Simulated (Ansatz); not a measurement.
Ansatz (a quantum-chemistry and plane-wave program) input for Se(Cl)4 anion (Cl4Se), SMILES Cl[Se](Cl)(Cl)Cl (connectivity only; charge and spin as stated), charge -1, multiplicity 2, B3LYP-D3(BJ)/def2-SVPD. 

Ansatz 0.2 input:
```yaml
crystal:
  periodic: [false, false, false]
  atoms:
    - {symbol: Se, position_ang: [-0.46441191, 0.29362006, 0.00000000]}
    - {symbol: Cl, position_ang: [1.59161163, 0.83191863, -0.00000000]}
    - {symbol: Cl, position_ang: [-0.49141506, 0.36796708, 2.33383621]}
    - {symbol: Cl, position_ang: [0.32004231, -2.15509293, -0.00000001]}
    - {symbol: Cl, position_ang: [-0.49141506, 0.36796709, -2.33383621]}
basis:
  gaussian:
    orbitals: def2-SVPD
hamiltonian:
  xc: b3lyp
  dispersion: d3bj
total_charge: -1
magnetization: {spin_polarized: true, initial_magnetization: 1}
relax: {f_tol: 0.002, max_steps: 200}
```

It prints:

```
[...]
mean field: 1.80 GiB planned
mean field evaluation 64: about -115423.2243 eV, gradient 1.0e-5 eV
mean field -115423.22434316 eV, -4241.7252579396 hartree, gradient 1.0e-5 eV, S^2 0.756742; 0 other end points of the search recorded, 0 dependent functions left out
the calculation of the forces begins
reference -115423.22459459 eV, -4241.7252671796 hartree; 52, 51 occupied and 97, 98 virtual orbitals, 1456 factors
relax step   6: F+E_penalty+E_count = -115423.63959391 eV  Δ(F+E_penalty+E_count) = -7.750e-2 eV  max|allowed force component| = 6.397e-1 eV/Å  Δτ_max = 0.1965 Å  (42 SCF iters, accepted)
these checks for a lower state are left out or cut short: starts, cluster_reference, orbital_swaps, neighbouring_geometries, increment
integrals: 0.14 GiB planned
1456 factors; integrals over basis functions are off by at most 3.8e-4 eV
mean field: 1.80 GiB planned
mean field -115423.32443795 eV, -4241.7289363552 hartree, gradient 1.3e-5 eV, S^2 0.755066; 0 other end points of the search recorded, 0 dependent functions left out
the calculation of the forces begins
reference -115423.32468916 eV, -4241.7289455873 hartree; 52, 51 occupied and 97, 98 virtual orbitals, 1456 factors
relax step   7: F+E_penalty+E_count = -115423.74264056 eV  Δ(F+E_penalty+E_count) = -1.030e-1 eV  max|allowed force component| = 7.023e-1 eV/Å  Δτ_max = 0.1949 Å  (42 SCF iters, accepted)
these checks for a lower state are left out or cut short: starts, cluster_reference, orbital_swaps, neighbouring_geometries, increment
integrals: 0.14 GiB planned
1456 factors; integrals over basis functions are off by at most 3.3e-4 eV
mean field: 1.80 GiB planned
mean field -115423.45658257 eV, -4241.7337925805 hartree, gradient 1.3e-5 eV, S^2 0.753385; 0 other end points of the search recorded, 0 dependent functions left out
the calculation of the forces begins
reference -115423.45683209 eV, -4241.7338017502 hartree; 52, 51 occupied and 97, 98 virtual orbitals, 1456 factors
relax step   8: F+E_penalty+E_count = -115423.88373049 eV  Δ(F+E_penalty+E_count) = -1.411e-1 eV  max|allowed force component| = 2.652e-1 eV/Å  Δτ_max = 0.1947 Å  (41 SCF iters, accepted)
these checks for a lower state are left out or cut short: starts, cluster_reference, orbital_swaps, neighbouring_geometries, increment
integrals: 0.14 GiB planned
1456 factors; integrals over basis functions are off by at most 3.2e-4 eV
mean field: 1.80 GiB planned
mean field -115423.47062932 eV, -4241.7343087892 hartree, gradient 1.9e-5 eV, S^2 0.753429; 0 other end points of the search recorded, 0 dependent functions left out
the calculation of the forces begins
reference -115423.47087856 eV, -4241.7343179486 hartree; 52, 51 occupied and 97, 98 virtual orbitals, 1456 factors
relax step   9: F+E_penalty+E_count = -115423.90273186 eV  Δ(F+E_penalty+E_count) = -1.900e-2 eV  max|allowed force component| = 2.709e-1 eV/Å  Δτ_max = 0.2000 Å  (41 SCF iters, accepted)
these checks for a lower state are left out or cut short: starts, cluster_reference, orbital_swaps, neighbouring_geometries, increment
integrals: 0.14 GiB planned
1456 factors; integrals over basis functions are off by at most 3.3e-4 eV
mean field: 1.80 GiB planned
mean field evaluation 96: about -115423.4515 eV, gradient 4.7e-3 eV
mean field -115423.45153949 eV, -4241.7336072507 hartree, gradient 1.5e-5 eV, S^2 0.752915; 0 other end points of the search recorded, 0 dependent functions left out
the calculation of the forces begins
reference -115423.45178666 eV, -4241.7336163341 hartree; 52, 51 occupied and 97, 98 virtual orbitals, 1456 factors
relax step  10: F+E_penalty+E_count = -115423.88170310 eV  Δ(F+E_penalty+E_count) = +2.103e-2 eV  max|allowed force component| = 2.086e-1 eV/Å  Δτ_max = 0.1948 Å  (43 SCF iters, rejected (line search))
these checks for a lower state are left out or cut short: starts, cluster_reference, orbital_swaps, neighbouring_geometries, increment
integrals: 0.14 GiB planned
1456 factors; integrals over basis functions are off by at most 3.3e-4 eV
mean field: 1.80 GiB planned
mean field -115423.49535853 eV, -4241.7352175709 hartree, gradient 7.8e-5 eV, S^2 0.753096; 0 other end points of the search recorded, 0 dependent functions left out
the calculation of the forces begins
reference -115423.49560636 eV, -4241.7352266785 hartree; 52, 51 occupied and 97, 98 virtual orbitals, 1456 factors
relax step  11: F+E_penalty+E_count = -115423.92688799 eV  Δ(F+E_penalty+E_count) = -2.416e-2 eV  max|allowed force component| = 9.594e-2 eV/Å  Δτ_max = 0.0974 Å  (36 SCF iters, accepted)
these checks for a lower state are left out or cut short: starts, cluster_reference, orbital_swaps, neighbouring_geometries, increment
integrals: 0.14 GiB planned
1456 factors; integrals over basis functions are off by at most 3.3e-4 eV
mean field: 1.81 GiB planned
mean field -115423.49598383 eV, -4241.7352405504 hartree, gradient 3.3e-5 eV, S^2 0.753024; 0 other end points of the search recorded, 0 dependent functions left out
the calculation of the forces begins
reference -115423.49623072 eV, -4241.7352496234 hartree; 52, 51 occupied and 97, 98 virtual orbitals, 1456 factors
relax step  12: F+E_penalty+E_count = -115423.93166701 eV  Δ(F+E_penalty+E_count) = -4.779e-3 eV  max|allowed force component| = 8.158e-2 eV/Å  Δτ_max = 0.1000 Å  (37 SCF iters, accepted)
these checks for a lower state are left out or cut short: starts, cluster_reference, orbital_swaps, neighbouring_geometries, increment
integrals: 0.14 GiB planned
1456 factors; integrals over basis functions are off by at most 3.3e-4 eV
mean field: 1.80 GiB planned
mean field -115423.49020182 eV, -4241.7350280652 hartree, gradient 1.6e-5 eV, S^2 0.752796; 0 other end points of the search recorded, 0 dependent functions left out
the calculation of the forces begins
reference -115423.49044793 eV, -4241.7350371098 hartree; 52, 51 occupied and 97, 98 virtual orbitals, 1456 factors
relax step  13: F+E_penalty+E_count = -115423.92257242 eV  Δ(F+E_penalty+E_count) = +9.095e-3 eV  max|allowed force component| = 1.039e-1 eV/Å  Δτ_max = 0.1482 Å  (42 SCF iters, rejected (line search))
these checks for a lower state are left out or cut short: starts, cluster_reference, orbital_swaps, neighbouring_geometries, increment
integrals: 0.14 GiB planned
1456 factors; integrals over basis functions are off by at most 3.3e-4 eV
mean field: 1.80 GiB planned
mean field -115423.49988799 eV, -4241.7353840254 hartree, gradient 1.7e-5 eV, S^2 0.752948; 0 other end points of the search recorded, 0 dependent functions left out
the calculation of the forces begins
reference -115423.50013471 eV, -4241.7353930921 hartree; 52, 51 occupied and 97, 98 virtual orbitals, 1456 factors
relax step  14: F+E_penalty+E_count = -115423.93427284 eV  Δ(F+E_penalty+E_count) = -2.606e-3 eV  max|allowed force component| = 2.730e-2 eV/Å  Δτ_max = 0.0496 Å  (37 SCF iters, accepted)
these checks for a lower state are left out or cut short: starts, cluster_reference, orbital_swaps, neighbouring_geometries, increment
integrals: 0.14 GiB planned
1456 factors; integrals over basis functions are off by at most 3.3e-4 eV
mean field: 1.80 GiB planned
mean field evaluation 128: about -115423.4797 eV, gradient 1.4e0 eV
mean field -115423.50008577 eV, -4241.7353912937 hartree, gradient 1.8e-5 eV, S^2 0.752951; 0 other end points of the search recorded, 0 dependent functions left out
the calculation of the forces begins
reference -115423.50033252 eV, -4241.7354003616 hartree; 52, 51 occupied and 97, 98 virtual orbitals, 1456 factors
relax step  15: F+E_penalty+E_count = -115423.93483656 eV  Δ(F+E_penalty+E_count) = -5.637e-4 eV  max|allowed force component| = 9.436e-3 eV/Å  Δτ_max = 0.0284 Å  (38 SCF iters, accepted)
these checks for a lower state are left out or cut short: starts, cluster_reference, orbital_swaps, neighbouring_geometries, increment
integrals: 0.14 GiB planned
1456 factors; integrals over basis functions are off by at most 3.3e-4 eV
mean field: 1.81 GiB planned
mean field -115423.49945130 eV, -4241.7353679774 hartree, gradient 1.4e-5 eV, S^2 0.752957; 0 other end points of the search recorded, 0 dependent functions left out
the calculation of the forces begins
reference -115423.49969806 eV, -4241.7353770455 hartree; 52, 51 occupied and 97, 98 virtual orbitals, 1456 factors
relax step  16: F+E_penalty+E_count = -115423.93449883 eV  Δ(F+E_penalty+E_count) = +3.377e-4 eV  max|allowed force component| = 2.430e-2 eV/Å  Δτ_max = 0.0296 Å  (38 SCF iters, rejected (line search))
these checks for a lower state are left out or cut short: starts, cluster_reference, orbital_swaps, neighbouring_geometries, increment
integrals: 0.14 GiB planned
1456 factors; integrals over basis functions are off by at most 3.3e-4 eV
mean field: 1.81 GiB planned
mean field -115423.49970389 eV, -4241.7353772597 hartree, gradient 2.6e-5 eV, S^2 0.752957; 0 other end points of the search recorded, 0 dependent functions left out
the calculation of the forces begins
reference -115423.49995063 eV, -4241.7353863273 hartree; 52, 51 occupied and 97, 98 virtual orbitals, 1456 factors
relax step  17: F+E_penalty+E_count = -115423.93488888 eV  Δ(F+E_penalty+E_count) = -5.232e-5 eV  max|allowed force component| = 1.229e-2 eV/Å  Δτ_max = 0.0148 Å  (38 SCF iters, accepted)
these checks for a lower state are left out or cut short: starts, cluster_reference, orbital_swaps, neighbouring_geometries, increment
integrals: 0.14 GiB planned
1456 factors; integrals over basis functions are off by at most 3.3e-4 eV
mean field: 1.80 GiB planned
mean field -115423.49998883 eV, -4241.7353877314 hartree, gradient 2.7e-5 eV, S^2 0.752952; 0 other end points of the search recorded, 0 dependent functions left out
the calculation of the forces begins
reference -115423.50023558 eV, -4241.7353967990 hartree; 52, 51 occupied and 97, 98 virtual orbitals, 1456 factors
relax step  18: F+E_penalty+E_count = -115423.93494888 eV  Δ(F+E_penalty+E_count) = -5.999e-5 eV  max|allowed force component| = 2.530e-3 eV/Å  Δτ_max = 0.0068 Å  (37 SCF iters, accepted)
these checks for a lower state are left out or cut short: starts, cluster_reference, orbital_swaps, neighbouring_geometries, increment
integrals: 0.14 GiB planned
1456 factors; integrals over basis functions are off by at most 3.3e-4 eV
mean field: 1.80 GiB planned
mean field -115423.49999043 eV, -4241.7353877901 hartree, gradient 7.3e-5 eV, S^2 0.752952; 0 other end points of the search recorded, 0 dependent functions left out
the calculation of the forces begins
reference -115423.50023717 eV, -4241.7353968576 hartree; 52, 51 occupied and 97, 98 virtual orbitals, 1456 factors
relax step  19: F+E_penalty+E_count = -115423.93495040 eV  Δ(F+E_penalty+E_count) = -1.527e-6 eV  max|allowed force component| = 6.361e-4 eV/Å  Δτ_max = 0.0020 Å  (27 SCF iters, accepted)
integrals: 0.14 GiB planned
1456 factors; integrals over basis functions are off by at most 3.3e-4 eV
mean field: 1.80 GiB planned
mean field evaluation 160: about -115423.4840 eV, gradient 7.2e-2 eV
mean field -115423.49999043 eV, -4241.7353877901 hartree, gradient 7.3e-5 eV, S^2 0.752952; 1 other end points of the search recorded, 0 dependent functions left out
the calculation of the forces begins
reference -115423.50023717 eV, -4241.7353968576 hartree; 52, 51 occupied and 97, 98 virtual orbitals, 1456 factors
Total energy: -115423.93519714 eV, -4241.7513813417 hartree
Atom 0 at    -0.090627     0.022293    -0.000017 Å, force     0.000152     0.000428     0.000120 eV/Å
Atom 1 at     1.108718     2.119546    -0.000011 Å, force    -0.000306    -0.000636    -0.000067 eV/Å
Atom 2 at     0.138623    -0.079085     2.402789 Å, force     0.000183     0.000389     0.000018 eV/Å
Atom 3 at    -0.830906    -2.277210     0.000058 Å, force    -0.000230    -0.000579    -0.000053 eV/Å
Atom 4 at     0.138604    -0.079164    -2.402819 Å, force     0.000201     0.000397    -0.000018 eV/Å
Dipole moment:    -0.130959     0.057411    -0.000010 e Å
```

Self-consistency was reached.

Cost: very roughly 5 core-minutes.
